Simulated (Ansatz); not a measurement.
The cluster Si4S4⁻. The state is a doublet with charge -1. Geometry PBE-D4/def2-SVP, that of the neutral singlet; atoms count from 1.

```xyz
8

Si    0.129   -1.476   -1.364
Si   -1.928    0.271    0.517
Si    1.070   -0.499    1.633
Si    0.730    1.704   -0.786
S    -0.133    1.529    1.412
S     1.997   -0.280   -0.535
S    -0.756   -1.766    0.814
S    -1.108    0.517   -1.691
```

The highest occupied level of the charge -1 doublet lies above zero (up to 0.52 eV). By energy differences its removal costs 0.99 eV (vertical, to the charge 0 singlet, at PBE0-D4/def2-SVP); self-interaction error and the lack of diffuse functions both raise the level. The structure comes from a short search, and lower isomers may exist.

**Question.** Estimate the Mulliken populations from the PBE0/def2-SVP orbitals of Ansatz.

**Answer.** 
```csv
atom,charge (e),spin (α − β)
Si1,0.22,0.27
Si2,0.19,0.31
Si3,0.19,0.31
Si4,0.22,0.26
S5,-0.45,-0.04
S6,-0.46,-0.03
S7,-0.45,-0.04
S8,-0.46,-0.03
```
Mulliken values and Mayer orders depend strongly on the basis.

**Question.** Where does the spin sit?

**Answer.** Summed by element: Si 1.14, S -0.14, of 1 unpaired in all. Largest on single atoms: Si2 0.31, Si3 0.31, Si1 0.27.

**Question.** And the Mayer bond orders between bonded heavy atoms (over 0.3)?

**Answer.** Si1–S6 0.74 (2.37 Å); Si1–S7 0.74 (2.37 Å); Si1–S8 0.64 (2.37 Å); Si2–S5 0.73 (2.37 Å); Si2–S7 0.63 (2.37 Å); Si2–S8 0.73 (2.37 Å); Si3–S5 0.63 (2.37 Å); Si3–S6 0.74 (2.37 Å); Si3–S7 0.73 (2.37 Å); Si4–S5 0.74 (2.37 Å); Si4–S6 0.64 (2.37 Å); Si4–S8 0.74 (2.37 Å).
